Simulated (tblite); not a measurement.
C₂H₁₃NSi₃ (charge +1 and doublet state).
Numbering: `[CH3:1][NH+:2][SiH2:3][SiH2:4][CH2:5][SiH3:6]` (hydrogens: H7, H8, H9 on C1; H10 on N2; H11, H12 on Si3; H13, H14 on Si4; H15, H16 on C5; H17, H18, H19 on Si6)

A start from a force field or distance geometry was refined with GFN2-xTB geometry optimisation, gas phase (tblite 0.8.0). Values at the start:

| coordinate | start |
| --- | --- |
| C1–N2 | 1.423 Å |
| C1–H7 | 1.125 Å |
| N2–Si3 | 1.769 Å |
| N2–H10 | 1.064 Å |
| Si3–Si4 | 2.220 Å |
| Si3–H11 | 1.470 Å |
| Si4–C5 | 1.871 Å |
| Si4–H13 | 1.445 Å |
| C5–Si6 | 1.852 Å |
| C5–H15 | 1.107 Å |
| Si6–H17 | 1.469 Å |
| C1–N2–Si3 | 115.5° |
| N2–Si3–Si4 | 113.6° |
| Si3–Si4–C5 | 110.8° |
| Si4–C5–Si6 | 112.5° |
| C1–N2–Si3–Si4 | 92° |
| N2–Si3–Si4–C5 | 5° |
| Si3–Si4–C5–Si6 | -179° |

Task: How do these coordinates change at the GFN2-xTB level?

Result: 
| coordinate | GFN2-xTB (Å or °) | change |
| --- | --- | --- |
| Si3–Si4 | 2.536 | +0.316 |
| C5–Si6 | 1.950 | +0.098 |
| N2–Si3 | 1.697 | -0.072 |
| N2–H10 | 1.011 | -0.053 |
| C1–H7 | 1.091 | -0.034 |
| C1–N2 | 1.447 | +0.024 |
| Si4–H13 | 1.463 | +0.018 |
| C5–H15 | 1.090 | -0.017 |
| Si3–H11 | 1.456 | -0.014 |
| Si6–H17 | 1.460 | -0.009 |
| Si4–C5 | 1.877 | +0.006 |
| C1–N2–Si3 | 127.8 | +12.3 |
| Si3–Si4–C5 | 104.2 | -6.6 |
| N2–Si3–Si4 | 110.3 | -3.3 |
| Si4–C5–Si6 | 114.9 | +2.4 |
| C1–N2–Si3–Si4 | 79 | -13 |
| N2–Si3–Si4–C5 | 16 | +11 |
| Si3–Si4–C5–Si6 | 179 | -2 |

The energy falls by 108.3 kJ/mol over 117 L-BFGS steps, the largest force on an atom goes from 3.17 to 0.007 eV/Å, and the atoms move by 0.328 Å rms after alignment. The bond that changes most is Si3–Si4 (ends: silicon bonded to N, Si and 2 H; silicon bonded to C, Si and 2 H), which lengthens by 0.316 Å. Bonds longer at the end by more than 0.005 Å: 5 of 18; shorter: 12. Among the dihedrals that turn most is H9–C1–N2–H10, from -93° to -178°. Rotational constants go from 3282, 769.4, 662.8 to 2856, 739.1, 626.2 MHz.

GFN2-xTB frequencies show an imaginary mode (21i cm⁻¹), so the point is no minimum at that level. 3 starts were optimised and ended at 0.00, 0.57 and 0.75 kcal/mol (GFN2-xTB); the lowest of these is shown.

One conformer stands for the species.

The numbers are calculated, not measured.
